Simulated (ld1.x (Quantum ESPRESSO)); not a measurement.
**Reading a pseudo-wave (indium (In))**

Columns: radius, all-electron u(r) and pseudo u(r) of the 4d shell (level -18.62 eV) of indium in the configuration [Ar] 3d10 4s2 4p6 4d10 5s2 5p1; PBE, scalar-relativistic, PAW scheme, ld1.x (Quantum ESPRESSO) 7.5.

```tsv
r (bohr)	all-electron	pseudo
0.098	0.2612	-0.0014
0.195	0.5106	-0.0105
0.292	0.3809	-0.0339
0.390	0.0434	-0.0762
0.488	-0.3176	-0.1385
0.585	-0.6100	-0.2181
0.682	-0.8137	-0.3104
0.780	-0.9340	-0.4094
0.878	-0.9858	-0.5057
0.975	-0.9883	-0.5898
1.072	-0.9589	-0.6559
1.170	-0.9091	-0.6993
1.268	-0.8483	-0.7170
1.365	-0.7834	-0.7103
1.463	-0.7169	-0.6827
1.560	-0.6527	-0.6401
1.658	-0.5910	-0.5881
1.755	-0.5339	-0.5337
1.852	-0.4811	-0.4812
1.950	-0.4322	-0.4322
2.047	-0.3882	-0.3882
2.145	-0.3478	-0.3478
2.242	-0.3117	-0.3117
2.340	-0.2788	-0.2788
2.438	-0.2492	-0.2492
2.535	-0.2230	-0.2230
```

Problem. How many radial nodes do the two functions have?

Solution. The all-electron 4d function has n − l − 1 = 1; the pseudo-wave has 0, since the states of the same l below it are removed with the core.

Problem. At about which radius was the pseudo-wave matched?

Solution. 1.95 bohr. The columns agree to 0.0005 from 1.75 bohr on; several derivatives are matched, so the curves merge somewhat inside the radius.

Problem. Is the pseudo-wave norm-conserving?

Solution. No, it belongs to a PAW set: the norm inside the radius is not constrained, and the difference is carried by the augmentation charge.
